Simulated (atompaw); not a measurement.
**Reading a pseudo-wave (oxygen)**

Columns: radius, all-electron u(r) and pseudo u(r) of the 2s shell (level -23.71 eV) of oxygen in the configuration [He] 2s2 2p4; LDA (PW92), non-relativistic, PAW (atompaw) scheme, atompaw 4.2.0.5.

```json
{"r (bohr)": "0.044", "all-electron": "0.3083", "pseudo": "-0.0812"}
{"r (bohr)": "0.088", "all-electron": "0.4163", "pseudo": "-0.1618"}
{"r (bohr)": "0.133", "all-electron": "0.4001", "pseudo": "-0.2428"}
{"r (bohr)": "0.177", "all-electron": "0.3121", "pseudo": "-0.3200"}
{"r (bohr)": "0.221", "all-electron": "0.1857", "pseudo": "-0.3945"}
{"r (bohr)": "0.265", "all-electron": "0.0423", "pseudo": "-0.4660"}
{"r (bohr)": "0.310", "all-electron": "-0.1078", "pseudo": "-0.5353"}
{"r (bohr)": "0.354", "all-electron": "-0.2490", "pseudo": "-0.5989"}
{"r (bohr)": "0.398", "all-electron": "-0.3796", "pseudo": "-0.6581"}
{"r (bohr)": "0.442", "all-electron": "-0.4969", "pseudo": "-0.7124"}
{"r (bohr)": "0.487", "all-electron": "-0.6018", "pseudo": "-0.7626"}
{"r (bohr)": "0.531", "all-electron": "-0.6894", "pseudo": "-0.8062"}
{"r (bohr)": "0.575", "all-electron": "-0.7625", "pseudo": "-0.8443"}
{"r (bohr)": "0.619", "all-electron": "-0.8220", "pseudo": "-0.8766"}
{"r (bohr)": "0.663", "all-electron": "-0.8690", "pseudo": "-0.9032"}
{"r (bohr)": "0.708", "all-electron": "-0.9053", "pseudo": "-0.9246"}
{"r (bohr)": "0.752", "all-electron": "-0.9306", "pseudo": "-0.9399"}
{"r (bohr)": "0.796", "all-electron": "-0.9469", "pseudo": "-0.9500"}
{"r (bohr)": "0.840", "all-electron": "-0.9555", "pseudo": "-0.9550"}
{"r (bohr)": "0.885", "all-electron": "-0.9572", "pseudo": "-0.9553"}
{"r (bohr)": "0.929", "all-electron": "-0.9531", "pseudo": "-0.9511"}
{"r (bohr)": "0.973", "all-electron": "-0.9442", "pseudo": "-0.9427"}
{"r (bohr)": "1.017", "all-electron": "-0.9312", "pseudo": "-0.9304"}
{"r (bohr)": "1.062", "all-electron": "-0.9144", "pseudo": "-0.9141"}
{"r (bohr)": "1.106", "all-electron": "-0.8952", "pseudo": "-0.8952"}
{"r (bohr)": "1.150", "all-electron": "-0.8738", "pseudo": "-0.8738"}
```

Question: How many radial nodes do the two functions have?

Answer: The all-electron 2s function has n − l − 1 = 1; the pseudo-wave has 0, since the states of the same l below it are removed with the core.

Question: Where does each function peak?

Answer: Outermost all-electron maximum near 0.89 bohr, pseudo maximum near 0.89 bohr (to the table’s step).

Question: Is the pseudo-wave norm-conserving?

Answer: No, it belongs to a PAW set: the norm inside the radius is not constrained, and the difference is carried by the augmentation charge.
